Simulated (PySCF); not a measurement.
A structure optimised at B3LYP-D3(BJ)/def2-SVP, used in a PySCF frequency run:

```xyz
11

Al    -0.4472    -1.0744     0.0000
H     -2.0123    -1.0262     0.0000
F      0.2894    -2.5651     0.0000
O      0.5706     0.2600     0.0000
C      0.7285     1.6488     0.0000
C     -0.5935     2.4044     0.0000
H      1.3248     1.9403    -0.8851
H      1.3248     1.9403     0.8851
H     -1.1906     2.1528    -0.8920
H     -0.4223     3.4929     0.0000
H     -1.1906     2.1528     0.8920
```
Charge 0, spin multiplicity 1.

Task: Write its SMILES, formula and point group.

Result: CC[O][AlH][F], C2H6AlFO, Cs

Task: What are its rotational constants (standard atomic weights)?

Result: 13.809, 1.7389, 1.5751 GHz
